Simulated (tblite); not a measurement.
Question: Give a GFN2-xTB geometry of `[CH2]C(=O)OCC(=C)CF` [radical]. (Doublet state.)

Answer: 
Z-matrix in Å and degrees, rows numbered from 1:
```
C 
C   1  1.4231
O   2  1.2205  1  125.42
O   2  1.3563  1  111.80  3   179.57
C   4  1.4240  2  116.80  1   179.35
C   5  1.5139  4  111.47  2   -81.57
C   6  1.3224  5  121.76  4   -74.15
C   6  1.5018  5  114.74  4   103.65
F   8  1.3705  6  111.95  5  -179.84
H   1  1.0735  2  119.25  3    -0.03
H   1  1.0731  2  120.08  3   179.51
H   5  1.0918  4  104.87  2   158.75
H   5  1.0957  4  109.06  2    40.51
H   7  1.0762  6  121.37  5   177.78
H   7  1.0761  6  121.49  5    -1.89
H   8  1.0967  6  110.68  5   -59.87
H   8  1.0974  6  110.60  5    61.17
```

Of the pairs four or more bonds apart, O3···H16 is among the closest relative to their van der Waals radii: 2.31 Å, 85 % of the sum of Bondi's values. C2 (carbon bonded to C and 2 O) is planar (angles 125.4°, 122.8° and 111.8°, sum 360.0°, 0.00 Å off the plane of its three neighbours). The 3 C–O bonds span 1.221 Å (C2=O3, drawn double in one of several resonance forms) to 1.424 Å (O4–C5, drawn single), a spread of 0.203 Å. C1 (carbon bonded to C and 2 H) is planar (angles 120.7°, 120.1° and 119.2°, sum 360.0°, 0.00 Å off the plane of its three neighbours).

The geometry is computed with GFN2-xTB (gas phase). This method treats the open shell by occupation alone, without spin polarisation.

Point group: C1 (no symmetry element, even within 0.4 Å). Its GFN2-xTB frequencies are all real (lowest 21 cm⁻¹). Torsions: H–C1–C2–O3 0° and 180°, C1–C2–O4–C5 179°, C2–O4–C5–C6 -82°, O4–C5–C6–C7 -74°, C5–C6–C8–F9 180°. 3 starts were optimised and ended at 0.00, 0.83 and 0.87 kcal/mol (GFN2-xTB); the lowest of these is shown.

One conformer stands for the species.
